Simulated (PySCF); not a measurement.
## `N#C[C@H]1C[Si@H]1[SiH](N)N`, C3H9N3Si2

Cartesian coordinates in Å; atom numbers follow the order of the lines, from 1:
```xyz
17

N    -2.1241    1.9732    0.8620
C    -2.1008    0.8254    0.7710
C    -1.9626   -0.5600    0.6433
C    -1.9292   -1.1385   -0.7752
Si   -0.2296   -1.1864    0.0489
Si    1.3312    0.4108   -0.5230
N     1.1734    1.6213    0.6839
N     2.9807   -0.0683   -0.4030
H    -2.5218   -1.1207    1.3815
H    -2.1202   -0.4196   -1.5619
H    -2.5266   -2.0299   -0.9068
H    -0.0399   -2.5087    0.6630
H     1.2005    0.7890   -1.9415
H     1.8588    2.3593    0.7221
H     0.2557    1.9971    0.8728
H     3.3885   -0.1988    0.5072
H     3.3590   -0.7331   -1.0543
```

Method used: PySCF, TDDFT CAM-B3LYP/def2-SVPD circular dichroism and optical rotation, one conformer, gas phase. Geometry: GFN2-xTB.

The molecule is flexible and this is one conformer; a measurement averages over conformers.

Stereocentres: C3 S, Si5 R.

Q: Give the optical rotatory dispersion at 633, 589.3, 546, 436, 405, 365, 355 nm.

A: [α] in deg dm⁻¹ (g/mL)⁻¹:
| λ (nm) | origin-invariant length gauge | modified velocity gauge | length gauge (centre of mass) | isotropic polarisability (au) |
| --- | --- | --- | --- | --- |
| 633 | +183.3 | +191.5 | +183.4 | 111.3 |
| 589.3 | +216.3 | +225.8 | +216.5 | 111.9 |
| 546 | +259.2 | +270.3 | +259.4 | 112.6 |
| 436 | +457.4 | +474.5 | +458.2 | 115.6 |
| 405 | +559.5 | +579.0 | +560.7 | 117.1 |
| 365 | +756.8 | +779.5 | +758.9 | 119.7 |
| 355 | +823.8 | +847.2 | +826.4 | 120.6 |

Q: And for the mirror image at 589.3 nm?

A: -216.3 deg dm⁻¹ (g/mL)⁻¹ (origin-invariant length gauge): the same size and the opposite sign.

Q: What is the molar rotation [Φ] = [α]·M/100 of the geometry above at 589.3 nm?

A: With M = 143.30 g/mol, +309.9 deg cm² dmol⁻¹ (origin-invariant length gauge).

The first excitation lies at 5.40 eV (230 nm) with R = -28.8 × 10⁻⁴⁰ esu² cm² (velocity form).
